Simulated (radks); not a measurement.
The nuclear charge of the erbium ion Er2+ is varied continuously with 66 electrons held in [Xe] 4f12. All-electron calculation, Dirac Kohn-Sham, LDA (Slater exchange, Perdew-Wang correlation), spin-unpolarised, spherical densities, finite nucleus; open shells are shared between the two j in proportion to 2j + 1; Fermi nuclear charge, rms radius 5.2516 fm. Program: a radial shooting solver on a logarithmic mesh with Libxc functionals. By the Hellmann-Feynman theorem dE/dZ = E(electron-nucleus)/Z, the electronic potential at the nucleus (averaged over a nucleus of fixed radius).

Z     E (hartree)  E(electron-nucleus)/Z (hartree)   HOMO  e(HOMO) (eV)  <r> HOMO (bohr)
67    -12618.8474                         -465.265  4f7/2        -3.538           0.9752
67.5  -12852.8064                         -470.565  4f7/2        -9.619           0.8824
68    -13089.4093                         -475.846  4f7/2       -17.255           0.8284
68.5  -13328.6526                         -481.128  4f7/2       -25.937           0.7879
69    -13570.5385                         -486.418  4f7/2       -35.480           0.7548

The central difference of E at Z = 68 is -475.846 hartree, to compare with the third column; the second derivative is -10.6 hartree.
